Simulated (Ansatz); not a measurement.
Molecule: KCl (charge -1, doublet). SMILES of the parent species: [Cl][K]
Geometry from a B3LYP-D3(BJ)/def2-TZVP (Ansatz, an electronic-structure program) optimisation:
```xyz
2

K      0.0000     0.0000    -1.3481
Cl     0.0000     0.0000     1.5067
```
Charge -1, spin multiplicity 2.

**Question.** Give the harmonic wavenumbers at B3LYP-D3(BJ)/def2-TZVP (Ansatz, finite differences of forces, unscaled).

**Answer.** 207 cm⁻¹. Zero-point energy 0.3 kcal/mol.

**Question.** From these and the geometry, give the ideal-gas thermochemistry at 298.15 K and 1 atm (rigid rotor, harmonic oscillator).

**Answer.** Point group C∞v, rotational symmetry number 1. Rotational constants 3.335, 3.335 GHz. S(trans) 38.84, S(rot) 16.95, S(vib) 2.07, S(elec, spin only) 1.38, S 59.2 cal/(mol K). H(298) - H(0) 2.42 kcal/mol; G - E(el) -14.9 kcal/mol.
